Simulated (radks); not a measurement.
Q: Rb19+, 18 electrons, occupied as [Ar]. Method: scalar-relativistic Kohn-Sham, LB94 model potential, spin-unpolarised, spherical densities, finite nucleus; Fermi nuclear charge, rms radius 4.2036 fm; computed with a radial shooting solver on a logarithmic mesh with Libxc functionals. Some entries of the table are withheld. Estimate them.

| orbital | occ. | eigenvalue (hartree) | <r^2> (bohr^2) | r(max) (bohr) |
|---|---|---|---|---|
| 1s | 2 | -583.6310 | 0.002179 | 0.02628 |
| 2s | 2 | -102.3959 | 0.03644 | 0.1492 |
| 2p | 6 | -94.13464 | 0.02868 | 0.1193 |
| 3s | 2 | -34.17722 | 0.2379 | (1) |
| 3p | 6 | (2) | 0.2325 | 0.4109 |
| 3d | 0 | (3) | 0.1920 | 0.3340 |
| 4s | 0 | -16.94487 | 0.9055 | 0.8918 |
| 4p | 0 | -15.92080 | 0.9322 | 0.9026 |
| 4f | 0 | -13.23263 | 0.7760 | (4) |

A: 
(1) 3s r(max) (bohr): 0.4231
(2) 3p eigenvalue (hartree): -31.53042
(3) 3d eigenvalue (hartree): -27.72114
(4) 4f r(max) (bohr): 0.7364
